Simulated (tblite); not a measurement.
C8H15P.
SMILES with atom numbers: `[CH3:1][CH:2]=[P@:3]1([CH3:4])[CH2:5][CH:6]=[C:7]([CH3:8])[CH2:9]1` (hydrogens: H10, H11, H12 on C1; H13 on C2; H14, H15, H16 on C4; H17, H18 on C5; H19 on C6; H20, H21, H22 on C8; H23, H24 on C9)

The geometry is computed with GFN2-xTB (gas phase).

Give the optimised bond lengths and angles.

```csv
bond,length (Å),order
C1–C2,1.514,single
C2=P3,1.712,double
P3–C4,1.820,single
P3–C5,1.914,single
C5–C6,1.491,single
C6=C7,1.329,double
C7–C8,1.493,single
C7–C9,1.500,single
P3–C9,1.843,single
"C1–H10, C1–H11, C1–H12",1.091,single
C2–H13,1.092,single
"C4–H14, C4–H15, C4–H16",1.088,single
C5–H17,1.092,single
C5–H18,1.096,single
C6–H19,1.080,single
"C8–H20, C8–H21, C8–H22",1.089,single
C9–H23,1.094,single
C9–H24,1.093,single
```

Bonds in one row agree within 0.01 Å and their mean is given. Orders are formal, as drawn. A selection of angles:
```csv
angle,degrees
C1–C2–P3,118.8
C2–P3–C4,107.7
C2–P3–C5,138.3
C2–P3–C9,110.7
C4–P3–C5,100.9
C4–P3–C9,104.9
C5–P3–C9,89.8
P3–C5–C6,102.9
C5–C6–C7,117.0
C6–C7–C8,125.6
C6–C7–C9,115.6
C8–C7–C9,118.9
P3–C9–C7,105.3
```

Torsions: C1–C2–P3–C4 -178° (antiperiplanar); C2–P3–C5–C6 -148° (anticlinal); P3–C5–C6–C7 21° (synperiplanar); C5–C6–C7–C8 179° (antiperiplanar); C6–C7–C9–P3 -21° (synperiplanar); C2–P3–C9–C7 169° (antiperiplanar).

Of the pairs four or more bonds apart, H10···H23 is among the closest relative to their van der Waals radii: 2.37 Å, 99 % of the sum of Bondi's values. The 5-membered ring P3–C5–C6–C7–C9 has internal angles of 89.8° to 117.0° (sum 531°, against 540° for a flat polygon); it is puckered, 0.16 Å rms from its mean plane, widest ring torsion 26°. The 4 C–P bonds span 1.712 Å (C2=P3, drawn double) to 1.914 Å (P3–C5, drawn single), a spread of 0.202 Å. The 5 C–C bonds span 1.329 Å (C6=C7, drawn double) to 1.514 Å (C1–C2, drawn single), a spread of 0.185 Å. P3 (phosphorus bonded to 4 C) has angles from 89.8° to 138.3°.

Point group: C1 (no symmetry element, even within 0.4 Å). Its GFN2-xTB frequencies are all real (lowest 66 cm⁻¹). The numbers are those of one conformer. 3 starts were optimised and ended at 0.00, 1.98 and 2.01 kcal/mol (GFN2-xTB); the lowest of these is shown.
